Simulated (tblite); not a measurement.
Compound: C5H5NO2.
Cartesian coordinates in Å at the GFN2-xTB level; atoms count from 1:
```xyz
13
C5H5NO2 angstrom
C      1.6394    0.4591    1.8604
C      1.4087   -0.4955    0.9640
C      0.3467   -0.4572   -0.0019
N      0.0853   -1.3649   -0.8939
C     -0.9963   -0.9211   -1.5894
C     -1.3635    0.2877   -1.0716
O     -2.3490    1.1297   -1.3944
O     -0.5232    0.5988   -0.0633
H      2.4485    0.3860    2.5646
H      1.0240    1.3411    1.9137
H      2.0165   -1.3850    0.8991
H     -1.4290   -1.4792   -2.3907
H     -2.3126    1.9010   -0.8144
```

Method: GFN2-xTB as coded in tblite; computed harmonic values from a numerical Hessian at the method's own geometry, unscaled. Errors from tens to a few hundred cm⁻¹ against measured bands are possible. One conformer, not necessarily the lowest.

Harmonic wavenumbers (cm⁻¹): 112.5, 163.3, 192.4, 334.4, 351.1, 372.5, 494.4, 583.7, 612.1, 637.1, 730.3, 734.9, 792.8, 882.2, 950.9, 996.4, 1003.3, 1020.2, 1072.3, 1126.3, 1243.9, 1266.6, 1280.5, 1350.6, 1395.2, 1536.8, 1594.7, 1663.7, 3099.4, 3113.9, 3147.7, 3212.6, 3510.5.

A = 5108, B = 1558, C = 1194 MHz; mass 111.032 u (most abundant isotopes); point group Cs, symmetry number 1.

Q: Zero-point energy?

A: ½Σν̃ = 20290 cm⁻¹ = 58.01 kcal/mol.

Q: What is S at 298.15 K and 1 bar for an ideal gas of classical rigid rotors and harmonic oscillators?

A: Translation 40.06, rotation 27.92, vibration 14.96: S = 82.9 cal/(mol K).

Q: And Cp and H(298.15 K) − H(0)?

A: Cp = 28.35 cal/(mol K), of which vibrations give 20.40 (their classical limit is 33 R = 65.6); H(298.15 K) − H(0) = 5.05 kcal/mol without the zero-point energy, 2.68 from vibrations.

Q: Blend soft modes into free rotors: weight 1/[1 + (100 cm⁻¹/ν̃)⁴] for the oscillator and the rest for a rotor with moment μB/(μ + B), μ = h/(8π²ν), B = 10⁻⁴⁴ kg m². What vibrational entropy results?

A: 14.76 cal/(mol K) in place of 14.96, which changes −T·S at 298.15 K by +0.06 kcal/mol.

Q: Which modes carry the vibrational entropy at 298.15 K?

A: 112.5 cm⁻¹: 3.23; 163.3 cm⁻¹: 2.51; 192.4 cm⁻¹: 2.20; 334.4 cm⁻¹: 1.24; 351.1 cm⁻¹: 1.16; 372.5 cm⁻¹: 1.07 cal/(mol K); the other 27 give 3.55 together.

Q: What must be added to the electronic energy to get the Gibbs energy at 298.15 K and 1 bar?

A: ZPE + [H(298.15 K) − H(0)] − T·S = 58.01 + 5.05 − 24.73 = 38.33 kcal/mol.

Hindered rotation and anharmonicity are outside this model. Other conformers, if any are populated, would add a mixing term that is left out.
